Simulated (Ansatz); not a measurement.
Two members of one family (Series CdMeX), computed with Ansatz in the gas phase; def2 core potentials for Cd, no spin–orbit coupling. The two geometries come from different levels. Binding counts from free atoms in the multiplicity of their measured ground term, without zero-point energy. A dash marks a value that wasn't run or was left out as unsound. The structures are stationary points that may keep the symmetry of their start.

First: CdMe(NH2) (singlet, charge 0, PBE-D4/def2-TZVP geometry).

Cartesian coordinates in Å:
```
Cd -0.2994 0.0549 0.1267
C 1.6859 -0.0675 -0.5702
H 1.8361 -1.0082 -1.1144
H 2.3841 -0.0272 0.2758
H 1.8969 0.7730 -1.2442
N -2.1697 0.3326 0.8894
H -2.4571 -0.4471 1.4871
H -2.8768 0.3896 0.1498
```

```tsv
level	HOMO (eV)	LUMO (eV)	gap (eV)	vertical IE (eV)	vertical triplet (eV)	binding per atom (eV)
PBE-D4/def2-SVP	-4.96	-0.81	4.15	–	–	3.14
PBE-D4/def2-TZVP	-5.23	-1.03	4.20	8.60	4.27	3.15
B3LYP-D4/def2-TZVP	-6.28	-0.59	5.70	–	–	3.09
PBE0-D4/def2-SVP	-6.28	-0.06	6.21	–	–	3.09
PBE0-D4/def2-TZVP	-6.51	-0.27	6.23	8.61	4.34	3.09
```

Metal–donor distances: 1 × C 2.11 Å, 1 × N 2.04 Å.

Second: CdMe(SiH3) (singlet, charge 0, r2SCAN-D4/def2-TZVP geometry).

| atom | x (Å) | y (Å) | z (Å) |
| --- | --- | --- | --- |
| Cd1 | -0.067 | 0.196 | 0.100 |
| C2 | -0.764 | 2.038 | 0.902 |
| H3 | -0.946 | 2.754 | 0.099 |
| H4 | -0.026 | 2.464 | 1.585 |
| H5 | -1.696 | 1.886 | 1.449 |
| Si6 | 0.741 | -1.969 | -0.866 |
| H7 | 1.118 | -2.963 | 0.179 |
| H8 | 1.941 | -1.787 | -1.733 |
| H9 | -0.300 | -2.617 | -1.715 |

Task: Estimate how these quantities change from the first to the second (second minus first).

Result: 
| level | Δ HOMO (eV) | Δ LUMO (eV) | Δ gap (eV) | Δ vertical IE (eV) | Δ vertical triplet (eV) | Δ binding per atom (eV) |
| --- | --- | --- | --- | --- | --- | --- |
| PBE-D4/def2-SVP | -0.77 | -0.59 | 0.19 | – | – | -0.21 |
| PBE-D4/def2-TZVP | -0.56 | -0.46 | 0.11 | -0.04 | -0.10 | -0.22 |
| B3LYP-D4/def2-TZVP | -0.29 | -0.47 | -0.18 | – | – | -0.16 |
| PBE0-D4/def2-SVP | -0.49 | -0.69 | -0.20 | – | – | -0.16 |
| PBE0-D4/def2-TZVP | -0.27 | -0.53 | -0.26 | 0.05 | -0.03 | -0.16 |

Metal–donor distances: 1 × C 2.13 Å, 1 × Si 2.50 Å.
